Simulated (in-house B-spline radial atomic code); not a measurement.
**Ionising Sb⁺ with different functionals**

Computed with a B-spline radial code for spherical atoms: non-relativistic Hamiltonian, point nucleus, spin-polarised at highest spin, spherical fractional occupations for the functionals, and exact exchange of hybrids averaged over the configuration. The ionisation energy is the difference of two self-consistent energies, [Kr] 4d10 5s2 5p2 → [Kr] 4d10 5s2 5p1, without Breit or QED terms; ε is the level of the shell that loses the electron (its least bound occupied spin orbital). There is no spin-orbit coupling in this Hamiltonian.

```
   method                    rung  ΔSCF (eV)  -ε(5p) (eV)
     PBE0           global hybrid      16.56        13.74
    B3LYP           global hybrid      16.51        13.42
    TPSSh           global hybrid      16.56        13.14
   M06-2X           global hybrid      16.61        14.98
BHandHLYP           global hybrid      16.40        14.56
  r2SCAN0           global hybrid      16.73        13.96
    B97-1           global hybrid      16.37        13.39
    HSE06  range-separated hybrid      16.53        13.31
    wB97X  range-separated hybrid      16.31        15.81
CAM-B3LYP  range-separated hybrid      16.54        14.94
  LC-wPBE  range-separated hybrid      16.66        16.42
```

(1) Among the functionals, which spreads more, the ΔSCF values or the orbital energies?

(2) How do they compare with the NIST value?

## Answers

(1) The orbital energies: ΔSCF values span about 0.43 eV and the orbital energies 3.28 eV; here energy differences depend much less on the functional than eigenvalues do.

(2) NIST lists 16.63 eV ± 0.025 (measured, ground level to ground level). Errors run from -0.32 to +0.11 eV; M06-2X is closest (-0.01 eV), though others lie within the uncertainty of it, and part of that can be cancellation, since the calculations leave out relativity, Breit-QED terms, multiplet and fine-structure energies.
